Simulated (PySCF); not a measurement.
C3H9AlO, SMILES [CH2](C)[AlH][O]C. Atoms are numbered in the order given.

```xyz
14

Al     0.0958     0.3114     0.2776
H      0.3567     1.5250     1.2723
C     -1.0275     0.4241    -1.3160
C     -1.7203     1.7792    -1.5276
H     -1.7752    -0.3894    -1.2678
H     -0.4013     0.1713    -2.1923
H     -0.9905     2.6019    -1.6137
H     -2.3845     2.0343    -0.6847
H     -2.3368     1.7958    -2.4421
O      0.8466    -1.1776     0.6270
C      1.6963    -1.6805     1.6142
H      2.6387    -2.0454     1.1672
H      1.9577    -0.9229     2.3788
H      1.2253    -2.5340     2.1346
```
Charge 0, spin multiplicity 1.

Geometry: ωB97X-D3(BJ)/def2-SVP. One conformer was computed; it need not be the lowest.

Two levels are set side by side: PBE/pcSseg-1 (PySCF) and PBE0/pcSseg-1 (PySCF). GIAO shifts against H2O (¹⁷O), TMS (¹H), TMS (¹³C) at the same level; non-relativistic, no solvent, atoms listed together averaged. Differences are taken from unrounded values.

```tsv
quantity	PBE
δ(¹H) of H2 (ppm)	5.21
δ(¹³C) of C3 (ppm)	4.4
δ(¹³C) of C4 (ppm)	11.8
δ(¹H) of H5, H6 (ppm)	0.50
δ(¹⁷O) of O10 (ppm)	102.5
δ(¹³C) of C11 (ppm)	59.6
```

**Question.** These are the PBE values. What does PBE0 give? (The exact figures need the calculation; the answer reports its results.)

**Answer.** 
```csv
quantity,PBE0,PBE minus PBE0
δ(¹H) of H2 (ppm),4.96,0.24
δ(¹³C) of C3 (ppm),2.5,1.9
δ(¹³C) of C4 (ppm),11.4,0.4
"δ(¹H) of H5, H6 (ppm)",0.42,0.09
δ(¹⁷O) of O10 (ppm),73.4,29.1
δ(¹³C) of C11 (ppm),57.3,2.3
```

Rough cost on one machine, each run with all the roots and properties that it gave: PBE0 against PBE within a factor of 2.
